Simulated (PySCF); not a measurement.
Compound: C₆H₉N.
SMILES with atom numbers: `[H]/[N:5]=[C:4](/[CH2:3][CH:2]=[CH2:1])[CH:6]=[CH2:7]` (hydrogens: H8, H9 on C1; H10 on C2; H11, H12 on C3; H13 on N5; H14 on C6; H15, H16 on C7)

Computed geometry: GFN2-xTB, gas phase.

(1) What internal coordinates does the optimisation give?

Answers

(1) 
```
          bond  length (Å)   order
         C1=C2       1.320  double
         C2–C3       1.498  single
         C3–C4       1.509  single
         C4=N5       1.263  double
         C4–C6       1.473  single
         C6=C7       1.326  double
         C1–H8       1.079  single
         C1–H9       1.077  single
        C2–H10       1.082  single
C3–H11, C3–H12       1.092  single
        N5–H13       1.018  single
        C6–H14       1.082  single
        C7–H15       1.080  single
        C7–H16       1.077  single
```

Bonds in one row agree within 0.01 Å and their mean is given. Orders are formal, as drawn. A selection of angles:
```
     angle  degrees
  C2–C1–H8    121.9
  C2–C1–H9    122.0
  H8–C1–H9    116.1
  C1–C2–C3    124.5
 C1–C2–H10    120.7
 C3–C2–H10    114.8
  C2–C3–C4    109.8
 C2–C3–H11    110.1
 C4–C3–H11    109.5
 C4–C3–H12    108.0
H11–C3–H12    109.7
  C3–C4–N5    118.0
  C3–C4–C6    115.0
  N5–C4–C6    127.0
 C4–N5–H13    115.1
  C4–C6–C7    124.1
 C4–C6–H14    115.4
 C7–C6–H14    120.5
 C6–C7–H15    122.0
 C6–C7–H16    122.1
H15–C7–H16    115.9
```

Dihedral angles: C1–C2–C3–C4 -115° (anticlinal); C2–C3–C4–N5 -110° (anticlinal); C3–C4–C6–C7 161° (antiperiplanar); H13–N5–C4–C3 178° (antiperiplanar). The mirror-image conformer, all signs reversed, is as good.

The 5 C–C bonds span 1.320 Å (C1=C2, drawn double) to 1.509 Å (C3–C4, drawn single), a spread of 0.189 Å. Of the pairs four or more bonds apart, H13···H15 is among the closest relative to their van der Waals radii: 2.19 Å, 91 % of the sum of Bondi's values.

Point group: C1 (no symmetry element, even within 0.4 Å). No frequency check. One conformer, not necessarily the lowest.
